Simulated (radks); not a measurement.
The numbers below are computed, except where a source is named.
Spherical jellium clusters: N electrons in a uniform positive sphere of charge N and radius rs N^(1/3), rs = 4.25 bohr. Level of theory: non-relativistic Kohn-Sham, PBE, spin-polarised, spherical densities (a radial shooting solver with Libxc functionals). Levels are named by radial order and angular momentum (1s, 1p, 1d, 2s, ...), and open shells are averaged over m.

N = 4, configuration 1s2 1p(up 2, down 0). This is the lowest configuration that the search found. Occupied and some empty levels:

level    occupation  eigenvalue (eV)  <r> (bohr)
1s up             1          -4.0608       4.930
1s down           1          -3.5578       4.516
1p up             2          -2.6125       6.084
1p down           0          -1.8598       6.097
1d up             0         -0.96410       7.682
2s up             0         -0.73698       9.437

Energy (eV): total -6.39387, kinetic 6.6478, external -74.603, Hartree 36.201, exchange-correlation -13.360, background 38.721.
